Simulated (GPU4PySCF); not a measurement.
Computed Raman spectrum (relative Raman activity) of a molecule C₉H₁₄O₃Si. The structure is a stationary point at ωB97X-D3(BJ)/def2-TZVP. Other conformers were not sampled. Level of theory: ωB97X-D3(BJ)/def2-TZVP (GPU4PySCF). Frequencies are harmonic and unscaled.

```csv
ν (cm⁻¹),relative intensity
683,4.6
1032,9.9
1068,6.5
1159,2.2
1171,3.6
1193,2.2
1508,3.1
1510,6.6
1512,4.7
1516,3.2
1656,2.0
1683,8.3
3035,76
3042,47
3098,24
3106,17
3138,91
3180,12
3192,23
3202,29
3212,8.0
3220,100
```

**Question.** Identify the compound among the candidates.
(A) COC(=O)c1ccoc1[Si](C)(C)C
(B) COC(=O)c1cocc1[Si](C)(C)C
(C) C#C/C(=C\C=C)[Si](OC)(OC)OC
(D) CO[Si](OC)(OC)c1ccccc1

**Answer.** D, CO[Si](OC)(OC)c1ccccc1
